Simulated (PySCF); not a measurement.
In(OH)(SeH)2 (H₃InOSe₂), SMILES [OH][In]([SeH])[SeH]. Atoms are numbered in the order given.

```xyz
7

In     0.5089     0.0050     0.0000
O      2.5136     0.1092     0.0000
H      2.9364    -0.7611     0.0000
Se    -0.7203    -2.2203     0.0000
H      0.5530    -2.9699     0.0000
Se    -0.6491     2.2502     0.0000
H     -1.9758     1.6003     0.0000
```

Geometry optimised at B3LYP-D3(BJ)/def2-SVP. The structure was generated by enumeration; whether it is a known compound was not checked. The def2 effective core potentials stand for the cores of In; spin–orbit coupling is left out. The values are those of a single conformer.

The numbers are results of PBE0/def2-TZVP (PySCF), not measurements.

Isolated molecule, no solvent.

Computed frontier levels, gap, dipole moment and polarisability:
```json
{
 "highest_occupied_level": "-7.25 eV",
 "lowest_empty_level": "-2.12 eV",
 "orbital_gap": "5.13 eV",
 "dipole_moment": "1.74 D",
 "quadrupole, principal values (traceless, Buckingham form, about the centre of nuclear charge)": "-10.10, -0.69, 10.78 D·Å",
 "mean_static_polarisability": "98.9 bohr³ (14.65 Å³)",
 "polarisability_principal_values": "67.3, 94.6, 134.8 bohr³"
}
```
